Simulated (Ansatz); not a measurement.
System: H₃SiO₂, charge 0, doublet. H3SiO2 (SMILES O[SiH]O, doublet).
B3LYP-D3(BJ)/def2-TZVP minimum from Ansatz (a quantum-chemistry and plane-wave program):
```
Si
O 1 1.6467
H 2 0.9616 1 117.93
O 1 1.6586 2 107.40 3 47.45
H 4 0.9609 1 117.91 2 -160.24
H 1 1.4943 2 103.97 3 166.06
```
Charge 0, spin multiplicity 2.

Atomisation energy term by term, kcal/mol (programs: Ansatz). UHF or UKS for unpaired electrons; spin-orbit terms are left out. Cores are frozen in correlated methods. Rows without X2C or -DK are non-relativistic. CBS(X,Y): correlation extrapolated as X^-3, Hartree-Fock from the larger set. A bracket is a step between two methods taken in the basis named. 'core' is core correlation in cc-pwCVTZ (1s frozen past Ne), 'X2C' scalar relativity in cc-pVTZ-DK, both at CCSD(T). Where a partner has so few electrons that a lower coupled-cluster level is exact, that level stands in.

```csv
term,basis,kcal/mol
Hartree-Fock,cc-pV(Q+d)Z,354.72
CCSD correlation,"CBS(cc-pV(T+d)Z,cc-pV(Q+d)Z)",145.23
(T),"CBS(cc-pV(T+d)Z,cc-pV(Q+d)Z)",9.34
CCSDT(Q) - CCSD(T),cc-pV(D+d)Z,0.75
core correlation,cc-pwCVTZ,0.53
scalar relativity,"X2C, cc-pVTZ-DK",-1.24
sum: De,,509.3
```
